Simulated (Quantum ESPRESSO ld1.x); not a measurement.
Isoelectronic series with 9 electrons, each ion in its NIST ground configuration. Calculated with ld1.x of Quantum ESPRESSO 7.5: scalar-relativistic Kohn-Sham, BLYP, spin-unpolarised, spherical densities, point nucleus. Total energies (hartree) and orbital eigenvalues (Ry):

ion,configuration,E (hartree),2p,2s,1s
F,[He] 2s2 2p5,-99.8371,-0.8174,-2.1884,-48.8198
Ne+,[He] 2s2 2p5,-128.2938,-2.3737,-4.0802,-62.7949
Mg3+,[He] 2s2 2p5,-196.584,-7.0755,-9.4737,-96.8979
Al4+,[He] 2s2 2p5,-236.414,-10.1974,-12.9486,-117.0028
Si5+,[He] 2s2 2p5,-280.039,-13.8278,-16.9367,-139.1403
P6+,[He] 2s2 2p5,-327.462,-17.9650,-21.4366,-163.3114
S7+,[He] 2s2 2p5,-378.692,-22.6082,-26.4478,-189.5186
Cl8+,[He] 2s2 2p5,-433.733,-27.7569,-31.9706,-217.7651
Ar9+,[He] 2s2 2p5,-492.595,-33.4110,-38.0058,-248.0550
K10+,[He] 2s2 2p5,-555.286,-39.5707,-44.5542,-280.3928
Ca11+,[He] 2s2 2p5,-621.815,-46.2361,-51.6171,-314.7836
Sc12+,[He] 2s2 2p5,-692.192,-53.4078,-59.1960,-351.2332
Ti13+,[He] 2s2 2p5,-766.427,-61.0862,-67.2925,-389.7477
V14+,[He] 2s2 2p5,-844.533,-69.2719,-75.9082,-430.3334
Cr15+,[He] 2s2 2p5,-926.520,-77.9657,-85.0452,-472.9974
Mn16+,[He] 2s2 2p5,-1012.402,-87.1681,-94.7056,-517.7471
Fe17+,[He] 2s2 2p5,-1102.192,-96.8801,-104.8914,-564.5902
Co18+,[He] 2s2 2p5,-1195.903,-107.1026,-115.6052,-613.5350
Ni19+,[He] 2s2 2p5,-1293.550,-117.8363,-126.8494,-664.5902
Cu20+,[He] 2s2 2p5,-1395.149,-129.0825,-138.6266,-717.7648
Zn21+,[He] 2s2 2p5,-1500.714,-140.8420,-150.9397,-773.0684
Ga22+,[He] 2s2 2p5,-1610.264,-153.1160,-163.7914,-830.5109
